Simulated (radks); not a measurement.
Pr2+, 57 electrons, occupied as [Xe] 4f3 (the NIST ground configuration). All-electron calculation, Dirac Kohn-Sham, PBE, spin-unpolarised, spherical densities, finite nucleus; open shells fill j = l - 1/2 first; Fermi nuclear charge, rms radius 4.8919 fm. Program: a radial shooting solver on a logarithmic mesh with Libxc functionals.

Normalised radial functions P(r) = r R(r) (large component), r in bohr:

r           4p3/2    4d5/2
0.001124   0.0016   0.0000
0.001487   0.0027   0.0000
0.001968   0.0046   0.0000
0.002604   0.0078   0.0001
0.003445   0.0132   0.0001
0.004559   0.0220   0.0003
0.006032   0.0364   0.0007
0.007981   0.0594   0.0016
0.01056    0.0949   0.0035
0.01397    0.1478   0.0075
0.01849    0.2224   0.0158
0.02446    0.3191   0.0324
0.03236    0.4283   0.0641
0.04282    0.5220   0.1215
0.05666    0.5469   0.2170
0.07497    0.4310   0.3586
0.09919    0.1227   0.5342
0.1312    -0.3345   0.6905
0.1736    -0.7353   0.7214
0.2298    -0.7606   0.5011
0.304     -0.2187  -0.0165
0.4022     0.6714  -0.6868
0.5322     1.3339  -1.1946
0.7042     1.3437  -1.2719
0.9317     0.8591  -0.9507
1.233      0.3567  -0.5104
1.631      0.0922  -0.1922
2.158      0.0135  -0.0474
2.856      0.0010  -0.0069
3.778      0.0000  -0.0005
4.999      0.0000  0.0000

4p3/2: eigenvalue -221.27 eV, 2 radial nodes at r = 0.108, 0.327 bohr, <r> = 0.668 bohr, 90 % of the charge inside 0.972 bohr. 4d5/2: eigenvalue -121.35 eV, 1 radial node at r = 0.302 bohr, <r> = 0.732 bohr, 90 % of the charge inside 1.10 bohr.
